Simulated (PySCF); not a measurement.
Isomers of C4H3N. All species are isolated molecules in the gas phase. Strings in code marks are SMILES.

The brightest of the four lowest singlets (TDA) from two functionals at the same geometries (B3LYP-D3(BJ)/def2-TZVP), both in PySCF: PBE-D3(BJ)/def2-TZVP and M06-2X/def2-TZVP. Excitations are Tamm–Dancoff values on a coarser integration grid. The basis has no diffuse functions, so Rydberg states are missing or too high.

```csv
species,PBE-D3(BJ)/def2-TZVP (eV),M06-2X/def2-TZVP (eV)
`C#CNC#C`,6.06,6.68
`N#CC1=CC1`,5.50,5.97
`C(#C)C=C=N`,5.63,6.05
`C=C=CC#N`,6.30,6.88
```

Over these rows, drawn at random from the members with no instability flagged (it was tested for open shells, ions and some series alone), PBE minus M06-2X: mean -0.52 eV, from -0.62 eV to -0.42 eV.
